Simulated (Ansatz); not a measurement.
CH3F2In (`[CH3][In]([F])[F]`). The species carries charge 0 and has multiplicity 1. In takes the def2 core potential.

Z-matrix (Å, degrees):
```
C
In 1 2.117
H 1 1.088 2 109.2
H 1 1.089 2 108.9 3 120.8
H 1 1.089 2 108.7 3 -120.1
F 2 1.943 1 126.8 3 -169.7
F 2 1.943 1 126.7 3 10.4
```

(1) What are the harmonic wavenumbers in cm⁻¹ at PBE0-D4/def2-TZVP (Ansatz, finite differences of forces, unscaled)? (Best estimate.)

## Answers

(1) Ansatz gave: 5i, 92, 131, 152, 520, 590, 605, 746, 767, 1202, 1448, 1449, 3081, 3180, 3193.
